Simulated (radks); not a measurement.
Question: The tantalum ion Ta2+, 71 electrons, occupied as [Kr] 4d10 4f14 5s1.5 5p6 5d3 6p0.5 (fractional occupations, a model configuration). Calculated with a radial shooting solver on a logarithmic mesh with Libxc functionals: Dirac Kohn-Sham, exchange-only LDA, spin-unpolarised, spherical densities, finite nucleus; open shells fill j = l - 1/2 first; Fermi nuclear charge, rms radius 5.3507 fm. Some entries of the table are withheld. Estimate them.

orbital,occ.,eigenvalue (eV),<r^2> (bohr^2)
1s1/2,2,-67214.05,0.0004795
2s1/2,2,-11556.83,0.007327
2p1/2,2,(1),0.005236
2p3/2,4,(2),0.006439
3s1/2,2,-2660.396,(3)
3p1/2,2,-2434.807,0.04403
3p3/2,4,-2161.777,0.05066
3d3/2,4,-1778.507,0.03935
3d5/2,6,-1718.981,0.04117
4s1/2,2,-555.8825,0.2382
4p1/2,2,-462.8175,0.2460
4p3/2,4,-399.7306,0.2823
4d3/2,4,-246.2705,0.3099
4d5/2,6,-234.6795,0.3238
5s1/2,1.5,-90.3829,1.351
5p1/2,2,-63.1200,1.660
5p3/2,4,-54.0995,1.956
4f5/2,6,-43.7182,0.5052
4f7/2,8,-41.7270,0.5234
5d3/2,3,-19.7148,4.248
5d5/2,0,-18.9566,4.507
6p1/2,0.5,-13.4622,12.94
6p3/2,0,-12.4219,14.78

Answer: 
(1) 2p1/2 eigenvalue (eV): -11051.73
(2) 2p3/2 eigenvalue (eV): -9783.027
(3) 3s1/2 <r^2> (bohr^2): 0.04796
